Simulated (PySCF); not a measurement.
Compound: C3H10OPSi (doublet state).
Structure used (GFN2-xTB), in Å, numbered top down from 1:
```xyz
16
C3H10OPSi angstrom
C     -1.4445   -1.1655    1.4439
C     -1.1262   -0.2398    0.3458
C     -1.5173    1.1997    0.6553
O      0.2928   -0.2979    0.1314
Si     1.1077   -0.2207   -1.2524
P      3.1918   -0.4778   -0.4978
H     -1.4110   -0.8198    2.4591
H     -1.4537   -2.2225    1.2615
H     -1.6086   -0.5687   -0.5848
H     -2.5874    1.2621    0.8335
H     -0.9860    1.5390    1.5408
H     -1.2553    1.8442   -0.1797
H      0.8611    1.0284   -1.9908
H      0.7671   -1.3199   -2.1649
H      3.7443   -0.3958   -1.7623
H      3.4178    0.8639   -0.2500
```

The hyperfine couplings belong to this conformer and change with its torsions.

As a line formula: `[CH2][C@@H](C)O[SiH2]P` [radical].

The calculation used UKS B3LYP, pcH-1 on C H O P Si, non-relativistic, mean-field spin-orbit, GIAO (PySCF 2.14.0). One conformer (not necessarily the lowest) at the GFN2-xTB geometry, without solvent, vibrations or thermal averaging. A GFN2-xTB geometry isn't a minimum of the functional, and hyperfine couplings can be far from their values at a DFT geometry. Stability of the SCF solution: not tested.

The largest Mulliken spin population is on C1 (+1.08). The angles at C1 add up to 358.1°, so it is nearly planar; its axial dipolar tensor and the negative couplings of its protons fit spin in a p orbital normal to that plane.

Q: McConnell's relation a(H) = Q·ρ ties the coupling of a proton on a planar π carbon to the spin population of that carbon. What Q do the computed values give?

A: 
```tsv
H	C	ρ(C)	a(H) (G)	a/ρ (G)
H7	C1	+1.078	-21.53	-20.0
H8	C1	+1.078	-21.35	-19.8
```

These protons share one ρ (within 0.01), so their mean ratio, Q = -19.9 G, is no test of linearity.

Couplings in gauss use g_iso = 2.0024.

The run took 63 s wall (grids of density and orbitals included) on one thread of an Arm Neoverse V2, shared host, and the process peaked at 0.97 GiB of memory.
